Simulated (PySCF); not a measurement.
C2H5Be, doublet, at a GFN2-xTB geometry (such geometries of metal compounds can be far from the true shape) (the spin is typed, not shown lowest); PySCF with HF/cc-pVDZ.

Input for PySCF:
```python
from pyscf import gto, scf

mol = gto.M(
    atom='''
Be    0.859337    1.272339    0.932752
C     0.560763   -0.250559    0.142332
C    -0.843514   -0.222504   -0.472719
H     0.610207   -1.118816    0.809056
H     1.267254   -0.484044   -0.662149
H    -0.937561    0.579632   -1.204972
H    -1.605618   -0.065777    0.290887
H    -1.075126   -1.161975   -0.981506
''',
    basis='cc-pvdz',
    charge=0,
    spin=1,
    verbose=4,
)

mf = scf.UHF(mol)
mf.diis_space = 4
mf.kernel()
```

Output, abridged:

```
PySCF version 2.14.0

[INPUT] verbose = 4
[INPUT] num. atoms = 8
[INPUT] num. electrons = 21
[INPUT] charge = 0
[INPUT] spin (= nelec alpha-beta = 2S) = 1
[INPUT] symmetry False subgroup None
[INPUT] Mole.unit = angstrom
[INPUT] Symbol           X                Y                Z      unit          X                Y                Z       unit  Magmom
[INPUT]  1 Be     0.859337000000   1.272339000000   0.932752000000 AA    1.623911578705   2.404372247603   1.762645822140 Bohr   0.0
[INPUT]  2 C      0.560763000000  -0.250559000000   0.142332000000 AA    1.059688490789  -0.473487888045   0.268968498762 Bohr   0.0
[INPUT]  3 C     -0.843514000000  -0.222504000000  -0.472719000000 AA   -1.594010442236  -0.420471621620  -0.893309443878 Bohr   0.0
[INPUT]  4 H      0.610207000000  -1.118816000000   0.809056000000 AA    1.153124109292  -2.114255823781   1.528894259436 Bohr   0.0
[INPUT]  5 H      1.267254000000  -0.484044000000  -0.662149000000 AA    2.394762990260  -0.914710592239  -1.251280263655 Bohr   0.0
[INPUT]  6 H     -0.937561000000   0.579632000000  -1.204972000000 AA   -1.771733515073   1.095345733034  -2.277067067769 Bohr   0.0
[INPUT]  7 H     -1.605618000000  -0.065777000000   0.290887000000 AA   -3.034178280672  -0.124300515296   0.549696763196 Bohr   0.0
[INPUT]  8 H     -1.075126000000  -1.161975000000  -0.981506000000 AA   -2.031693689399  -2.195814513591  -1.854777529617 Bohr   0.0

nuclear repulsion = 52.5606851062482
number of shells = 30
number of NR pGTOs = 113
number of NR cGTOs = 67
basis = cc-pvdz
ecp = {}

******** <class 'pyscf.scf.uhf.UHF'> ********
method = UHF
initial guess = minao
damping factor = 0
level_shift factor = 0
DIIS = <class 'pyscf.scf.diis.CDIIS'>
diis_start_cycle = 1
diis_space = 4
diis_damp = 0
SCF conv_tol = 1e-09
SCF conv_tol_grad = None
SCF max_cycles = 50
direct_scf = True
direct_scf_tol = 1e-13
number electrons alpha = 11  beta = 10
Set gradient conv threshold to 3.16228e-05
init E= -93.5285571369155

cycle= 1 E= -93.1799650496236  delta_E= 0.349  |g|= 0.177  |ddm|= 1.63
cycle= 2 E= -93.2193843153882  delta_E= -0.0394  |g|= 0.0684  |ddm|= 0.317
cycle= 3 E= -93.2300190891744  delta_E= -0.0106  |g|= 0.0292  |ddm|= 0.193
cycle= 4 E= -93.2320617715388  delta_E= -0.00204  |g|= 0.0176  |ddm|= 0.0685
cycle= 5 E= -93.2331154825354  delta_E= -0.00105  |g|= 0.00739  |ddm|= 0.0684
cycle= 6 E= -93.2332760083193  delta_E= -0.000161  |g|= 0.00363  |ddm|= 0.0223
cycle= 7 E= -93.2333122927322  delta_E= -3.63e-05  |g|= 0.00114  |ddm|= 0.013
cycle= 8 E= -93.2333143120555  delta_E= -2.02e-06  |g|= 0.000518  |ddm|= 0.00276
cycle= 9 E= -93.2333147044849  delta_E= -3.92e-07  |g|= 0.000271  |ddm|= 0.00107
cycle= 10 E= -93.2333148331916  delta_E= -1.29e-07  |g|= 0.00015  |ddm|= 0.00059
cycle= 11 E= -93.2333148726108  delta_E= -3.94e-08  |g|= 8e-05  |ddm|= 0.000335
cycle= 12 E= -93.2333148853642  delta_E= -1.28e-08  |g|= 3.91e-05  |ddm|= 0.000232
cycle= 13 E= -93.2333148881314  delta_E= -2.77e-09  |g|= 1.96e-05  |ddm|= 0.000109
cycle= 14 E= -93.2333148887464  delta_E= -6.15e-10  |g|= 1.07e-05  |ddm|= 4.53e-05
Extra cycle  E= -93.2333148889117  delta_E= -1.65e-10  |g|= 6.79e-06  |ddm|= 1.61e-05
converged SCF energy = -93.2333148889117  <S^2> = 0.75199838  2S+1 = 2.0019974
```
